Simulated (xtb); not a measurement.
GeH5O4, SMILES [Ge]([OH])([OH])([OH])[OH2+], charge +1. All values are semi-empirical tight-binding results from xtb (GFN2-xTB unless named), good for trends rather than for accurate numbers. The structure is a stationary point at GFN2-xTB. The isomer is the one that the SMILES or the coordinates give; other isomers of the formula were not compared. Other conformers were not sampled.

For metal compounds this method's bond lengths and energies can be far off.

```
Item                                           Value
-------------------------------------  -------------
orbital gap                                  7.05 eV
zero-point energy                      37.6 kcal/mol
G − E(el) at 298.15 K (modified RRHO)  16.5 kcal/mol
```
